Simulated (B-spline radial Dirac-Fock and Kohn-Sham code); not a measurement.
Satellites and hypersatellites of the K lines of Mn³⁺

System: the Mn³⁺ ion in the configuration [Ar] 3d4, inside a Watson sphere of charge -3 and radius 2.2 Å (a model of the Madelung potential; inside it an electron's potential energy is raised by 19.6 eV).

Level of theory: Dirac-Fock ΔSCF + Breit + QED; an atomic code on a B-spline grid. Each two-hole energy is an average over J within one jj subconfiguration, not an observable level; in light atoms, where LS coupling holds, the j-resolved values are not observed lines, and for a K spectator the Kα1 hypersatellite is nearly forbidden. No correlation.

Lines without a spectator: Kα2 (K-L2) 5886.1 eV, Kα1 (K-L3) 5896.3 eV, Kβ3 (K-M2) 6489.4 eV, Kβ1 (K-M3) 6490.7 eV. Shifts in eV with one spectator hole (a dash: not computed, or left out as unreliable):

```csv
spectator hole,Kα2,Kα1,Kβ3,Kβ1
L2 (2p1/2),+23.58,+28.91,–,+67.6
L3 (2p3/2),+27.10,+25.90,+65.7,–
M2 (3p1/2),–,+2.09,+5.82,+7.34
M3 (3p3/2),+1.93,–,+7.03,+6.61
```

Q: Where does the K-L3 hypersatellite lie, emitted when both K electrons are missing?

A: +262.9 eV from the normal line, at 6159.2 eV. Removing both K electrons costs 13499.8 eV, which is 355.5 eV more than twice the K binding energy. In light atoms the observed hypersatellite is the ¹S₀ → ¹P₁ component, which lies below this average, and the triplet component is nearly forbidden.

With n spectator holes in 2p, averaged over the 2p shell (energies in eV):

| n | KαLⁿ | step | hypersatellite KαʰLⁿ |
| --- | --- | --- | --- |
| 0 | 5892.9 | – | 6155.2 |
| 1 | 5919.8 | +26.9 | 6183.3 |
| 2 | 5947.8 | +28.0 | 6212.6 |
| 3 | 5977.0 | +29.2 | 6243.0 |
| 4 | 6007.5 | +30.4 | 6274.7 |
| 5 | 6039.1 | +31.6 | 6307.6 |
